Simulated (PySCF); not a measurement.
H4O, SMILES [OH4+2], charge +2. Coordinates come from a r2SCAN-D4/def2-TZVPD optimisation.

The numbers are results of r2SCAN-D4/def2-TZVPD run with PySCF 2.14.0, not measurements.

Harmonic wavenumbers (cm⁻¹): 1436, 1436, 1436, 1602, 1602, 2817, 2817, 2817, 2971. Rotational constants (GHz): 172.4, 172.4, 172.4; symmetry number 12.

Question: Work out the zero-point energy and the ideal-gas rigid-rotor harmonic-oscillator thermochemistry at 298.15 K and 1 atm.

Answer: ZPE = ½ Σ hcν = ½ × 18936 cm⁻¹ = 27.07 kcal/mol. H − E(el) = 29.46 kcal/mol. Entropy in cal/(mol K): translation 34.93, rotation 9.86, vibration 0.06, total 44.85. G − E(el) = 16.08 kcal/mol. Cp = 8.34 cal/(mol K).
